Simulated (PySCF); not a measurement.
Molecule: SMILES O1[C@@H](C(F)(F)F)COB1, C₃H₄BF₃O₂.

Bonds (- single, = double, # triple, : aromatic): F1-C2, C2-F3, C2-F4, C2-C5, C5-C6, C6-O7, O7-B8, B8-O9, O9-C5. C5 carries H10; C6 carries H11, H12; B8 carries H13. Stereochemistry as in FC(F)(F)[C@H]1COBO1. H11 is cis to C2 on the ring; H12 is trans to C2 on the ring.

Frames of a GFN2-xTB Langevin trajectory at 600 K; GIAO PBE0/pcSseg-1 shieldings in PySCF 2.14, gas phase, non-relativistic; equivalent atoms averaged within each frame.

References, each an isolated molecule treated in the same way: ¹⁹F (σref 170.95) against CFCl3; TMS for ¹³C (σref 186.93), ¹H (σref 31.72); ¹⁷O (σref 336.08) vs H2O; BF3·OEt2 for ¹¹B (σref 100.07). The references are static minima.

Task: How do the shifts (ppm) fluctuate along the trajectory?

Result: 
```
         time (fs)  F1/F3/F4     C2    C5    C6     O9     O7    B8   H10   H11   H13
               250     -79.6  137.5  83.4  60.8  149.3  145.5  29.3  5.96  5.21  4.89
               425     -63.6  140.6  86.1  80.0  137.2  133.6  29.9  5.57  5.76  3.94
               625     -75.1  135.6  79.5  72.3  162.1  147.9  33.7  6.48  5.67  2.68
               800     -82.1  137.4  89.9  69.5  144.2  131.7  33.3  5.35  3.66  4.16
              1000    -108.1  133.7  81.6  60.0  134.4  135.7  27.3  5.06  4.72  3.72
    mean of frames     -81.7  137.0  84.1  68.5  145.4  138.9  30.7  5.68  5.00  3.88
standard deviation      16.4    2.6   4.0   8.4   11.0    7.3   2.7  0.55  0.86  0.80
```

5 frames give an uncertainty of the mean of about the standard deviation over 2.2 at best, since frames this close in time may not be independent; classical motion lacks zero-point vibration, and the reference would need the same averaging.
